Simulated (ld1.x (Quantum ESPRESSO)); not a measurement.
# Transferability test, TM potential for Hf

* Element: hafnium
* Generator: ld1.x (Quantum ESPRESSO) 7.5
* Type: norm-conserving Troullier–Martins (Kleinman–Bylander form)
* Functional: revPBE
* Relativity: scalar-relativistic
* Frozen core: [Kr] 4d10 4f14
* Valence charge: 12
* Reference configuration: 5s2 5p6 5d3 6s1 6p0
* Partial waves: 5p (bound): rc 1.75 bohr; 5d (bound): rc 3.00 bohr; 5s (bound): rc 1.40 bohr
* Local potential: the s channel
* Core correction: Bessel-smoothed model core, default radius (core density twice the valence density)

Occupied shells without a wave of their own: 6s. They enter only through the test configuration that unscreens the potential, and ld1.x also counts them in the model core charge.

Energies are relative to the spin-unpolarised reference configuration 5s2 5p6 5d3 6s1 6p0; without spin polarisation the order of configurations can differ from experiment.

ld1.x takes every shell without a wave as core, so the model core holds the 6s electrons as well and exchange and correlation see them twice. This cancels in the reference configuration, but the file is broken for other ones, and its errors say nothing about a proper core correction.

| valence configuration | charge | ΔE all-electron (eV) | error AE − PS (meV) |
| --- | --- | --- | --- |
| 5s2 5p6 5d2 6s2 6p0 | 0 | -2.587 | +225 |
| 5s2 5p6 5d2 6s1 6p0 | +1 | 5.316 | -50 |
| 5s2 5p6 5d2 6s0 6p0 | +2 | 19.347 | -649 |
| 5s2 5p6 5d2 6s0 6p1 | +1 | 9.954 | -324 |
| 5s2 5p6 5d2 6s1.5 6p0 | +0.5 | 0.638 | +123 |
| 5s2 5p6 5d2 6s1 6p1 | 0 | 1.214 | +13 |
| 5s2 5p6 5d1 6s0 6p0 | +3 | 41.022 | -999 |

Levels in the configuration 5s2 5p6 5d2 6s2 6p0:

```
level  all-electron (eV)  pseudo (eV)
   5s            -67.003      -66.830
   5p            -35.559      -35.417
   5d             -2.641       -2.545
   6s             -5.061       -5.205
```
